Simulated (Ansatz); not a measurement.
Au₂O₂⁻, relaxed as a doublet with UKS PBE-D4/def2-TZVPD in Ansatz, starting from the GFN2-xTB geometry. Force threshold 0.02 eV/Å.

In the def2 sets Au takes a core potential; there is no spin–orbit coupling. Another isomer (doublet) lies 0.56 eV lower at PBE0-D4/def2-TZVPD; other spin states weren't run for this one.

Start:

```xyz
4

Au    0.131    0.493    0.368
Au   -0.367   -1.431   -1.249
O    -0.455   -1.252    0.841
O     0.692    2.190    0.040
```

(1) Estimate the energy that the relaxation releases and the steps that it takes.

(2) Does the start keep its bonding and symmetry?

(3) Predict the relaxed structure.

Results:

(1) 16.9 kcal/mol, in 8 steps; 49 s on 4 threads of Intel Xeon on a shared host. No frequencies were taken in this run, so the end may be a saddle point.

(2) By distances, no bond broke or formed, bridged metal pairs apart. The bond that changes most is Au2–O3, from 2.10 to 2.00 Å (atoms count from 1). Metal–metal contacts that move far: Au1–Au2 2.56 to 3.33 Å. Point group Cs at the start, Cs at the end, both within 0.05 Å.

(3) 
Cartesian coordinates in Å:
```
Au 0.2039 0.7179 0.3445
Au -0.5857 -2.1129 -1.2202
O -0.3815 -1.0947 0.4944
O 0.7634 2.4898 0.3813
```
Bond lengths (bridged metal pairs left out): 3 × Au–O 1.86 to 2.00 Å.
